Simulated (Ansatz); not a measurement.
```yaml
crystal:
  periodic: [false, false, false]
  atoms:
    - {symbol: Re, position_ang: [0.000279, -0.000609, 0.170434]}
    - {symbol: N, position_ang: [0.002892, -0.006858, 1.823617]}
    - {symbol: F, position_ang: [1.920302, 0.014065, -0.501299]}
    - {symbol: F, position_ang: [-0.013063, 1.922805, -0.491478]}
    - {symbol: F, position_ang: [-1.921841, -0.010457, -0.495299]}
    - {symbol: F, position_ang: [0.011430, -1.918937, -0.505974]}
basis:
  gaussian: {orbitals: x2c-TZVPPall}
total_charge: -3
magnetization: {spin_polarized: true, initial_magnetization: 1}
hamiltonian: {xc: {name: revPBE}, dispersion: d3bj}
output: {forces: true}
```

```sh
$ ansatz run in.yaml --threads 4 --pin off --events-out ev --progress --plain --max-ram 3916MiB
```

Output, abridged:

```
Functional definition: revPBE
1594 factors; their error is unknown
mean field evaluation 1: about -466606.3080 eV, gradient 1.4e2 eV
mean field evaluation 2: about -466171.5079 eV, gradient 3.5e2 eV
mean field evaluation 4: about -466687.0809 eV, gradient 3.8e1 eV
mean field evaluation 8: about -466692.0486 eV, gradient 4.3e0 eV
mean field evaluation 16: about -466692.0955 eV, gradient 1.0e-2 eV
mean field evaluation 32: about -466691.4914 eV, gradient 3.6e0 eV
mean field evaluation 64: about -466691.9528 eV, gradient 8.7e-1 eV
mean field evaluation 96: about -466691.3593 eV, gradient 9.3e-2 eV
mean field -466692.09553800 eV, -17150.6181757575 hartree, gradient 2.0e-5 eV, S^2 0.751102; 10 other end points of the search recorded, 0 dependent functions left out
reference -466692.09560212 eV, -17150.6181781140 hartree; 61, 60 occupied and 191, 192 virtual orbitals, 1594 factors
Total energy: -466692.36324849 eV, -17150.6280139364 hartree
Relativity: scalar
Atom 0 at     0.000279    -0.000609     0.170434 Å, force    -0.000415     0.000830    -0.264087 eV/Å
Atom 1 at     0.002892    -0.006858     1.823617 Å, force     0.002268    -0.005222     1.412377 eV/Å
Atom 2 at     1.920302     0.014065    -0.501299 Å, force     0.623307     0.005296    -0.288045 eV/Å
Atom 3 at    -0.013063     1.922805    -0.491478 Å, force    -0.004356     0.624849    -0.284675 eV/Å
Atom 4 at    -1.921841    -0.010457    -0.495299 Å, force    -0.624407    -0.002665    -0.286132 eV/Å
Atom 5 at     0.011430    -1.918937    -0.505974 Å, force     0.003603    -0.623088    -0.289437 eV/Å
Dipole moment:    -0.001222     0.002718    -0.750164 e Å
```

It took 44 s on 4 threads of Arm Neoverse V1 on a shared host, peak host memory 1 GiB.

DK, ANO-RCC and x2c sets are all-electron and run with scalar relativity unless a key says otherwise. A multiply charged anion in the gas phase is held together partly by the finite basis. Removing one electron lowers the energy by 3.19 eV at PBE0-D4/def2-TZVPD, so it isn't bound. The highest occupied level of an anion often lies above zero with these methods, and sets without diffuse functions describe the outer electron poorly.

The dipole of an ion depends on the origin.
